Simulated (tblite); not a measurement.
Compound: C7H18NP.
Numbering: `[CH3:1][CH:2]([CH3:3])[CH2:4][PH:5][CH2:6][N:7]([CH3:8])[CH3:9]` (hydrogens: H10, H11, H12 on C1; H13 on C2; H14, H15, H16 on C3; H17, H18 on C4; H19 on P5; H20, H21 on C6; H22, H23, H24 on C8; H25, H26, H27 on C9)

Computed geometry: GFN2-xTB, gas phase.

List the bond lengths, angles and torsions at this level.

| bond | length (bohr) |
| --- | --- |
| C1–C2, C2–C3 | 2.885 |
| C2–C4 | 2.896 |
| C4–P5 | 3.517 |
| P5–C6 | 3.594 |
| C6–N7 | 2.713 |
| N7–C8, N7–C9 | 2.732 |
| C1–H10 and 5 like bonds | 2.056 |
| C2–H13 | 2.069 |
| C4–H17, C4–H18 | 2.070 |
| P5–H19 | 2.645 |
| C6–H20, C6–H21 | 2.069 |
| C8–H22 and 3 like bonds | 2.058 |
| C8–H24, C9–H25 | 2.082 |

Bonds in one row agree within 0.02 bohr and their mean is given. A selection of angles:
| angle | degrees |
| --- | --- |
| C1–C2–C3 | 110.0 |
| C1–C2–C4 | 109.7 |
| C3–C2–C4 | 110.8 |
| C2–C4–P5 | 117.7 |
| C4–P5–C6 | 97.7 |
| P5–C6–N7 | 115.9 |
| C6–N7–C8 | 112.1 |
| C8–N7–C9 | 111.4 |

Torsions: C1–C2–C4–P5 160° (antiperiplanar); C2–C4–P5–C6 -65° (synclinal); C4–P5–C6–N7 -171° (antiperiplanar); P5–C6–N7–C8 64° (synclinal). The mirror-image conformer, all signs reversed, is as good.

P5 (phosphine phosphorus) is pyramidal (angles 97.7°, 96.5° and 95.3°, sum 289.5°, 0.85 Å off the plane of its three neighbours). N7 (tertiary amine nitrogen) is pyramidal (angles 112.1°, 111.9° and 111.4°, sum 335.5°, 0.42 Å off the plane of its three neighbours). The 2 C–P bonds span 1.861 Å (C4–P5, drawn single) to 1.902 Å (P5–C6, drawn single), a spread of 0.041 Å. Of the pairs four or more bonds apart, H14···H19 is among the closest relative to their van der Waals radii: 2.18 Å, 91 % of the sum of Bondi's values.

Point group: C1 (no symmetry element, even within 0.4 Å). GFN2-xTB frequencies show an imaginary mode (22i cm⁻¹), so the point is no minimum at that level. 3 starts were optimised and ended at 0.00, 0.39 and 0.62 kcal/mol (GFN2-xTB); the lowest of these is shown.
